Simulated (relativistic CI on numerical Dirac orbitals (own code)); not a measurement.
Transition arrays of Pm XXV

These numbers are calculated, not measured: Dirac-Coulomb-Breit CI, separate exchange-only KLI orbitals for each configuration, model QED (radiative potential, 1s self-energy scaled to tabulated hydrogen-like ionisation energies), valence Slater integrals scaled by 0.9, whole transition arrays (own radial code, finite nucleus).

Configurations in the expansion (outside the closed core [Ar] 3d10 4s2): 4p⁶4d, 4p⁶4f, 4p⁵4d², 4p⁶5p, 4p⁶5f. Levels of other configurations are missing.

All E1 lines from the levels of 4p⁶4d; mean and standard deviation are weighted by gf, and upper levels are sorted by their leading configuration.

```csv
Upper configuration,Lines,Σgf,Mean (eV),Mean (nm),σ (eV),Strongest line (nm)
4p⁶4f,1,1.0,133.81,9.266,0.00,9.266
4p⁵4d²,62,48.6,154.53,8.023,10.68,7.768
4p⁶5p,3,1.0,271.07,4.574,3.42,4.541
4p⁶5f,3,2.4,381.48,3.250,2.79,3.269
```

Σgf per state of the lower configuration in bins of 0.2 nm over the central range (centre: value): 3.3: 0.24, 4.5: 0.06, 4.7: 0.04, 7.7: 1.79, 7.9: 1.63, 8.1: 0.83, 8.5: 0.04, 8.9: 0.02, 9.3: 0.13, 9.5: 0.08, 9.7: 0.23, 9.9: 0.07.

(1) How do configuration mixing and the scaling of the Slater integrals move the arrays?

## Answers

(1) Slater scale 0.9, no configuration mixing: 4p⁶4f 137.7 ± 2.6 eV (Σgf 5.8), 4p⁵4d² 150.7 ± 12.9 eV (Σgf 42.0), 4p⁶5p 271.1 ± 3.4 eV (Σgf 1.2), 4p⁶5f 381.5 ± 2.8 eV (Σgf 2.4); Slater scale 1: 4p⁶4f 133.7 ± 0.0 eV (Σgf 1.0), 4p⁵4d² 157.4 ± 10.5 eV (Σgf 49.6), 4p⁶5p 271.1 ± 3.4 eV (Σgf 1.0), 4p⁶5f 381.5 ± 2.8 eV (Σgf 2.4); Slater scale 0.8: 4p⁶4f 134.0 ± 0.0 eV (Σgf 1.1), 4p⁵4d² 151.6 ± 10.8 eV (Σgf 47.6), 4p⁶5p 271.1 ± 3.4 eV (Σgf 1.1), 4p⁶5f 381.5 ± 2.8 eV (Σgf 2.4). With mixing, levels are counted to their leading configuration, so an array can shrink or vanish into another, and the sums then hold other lines.
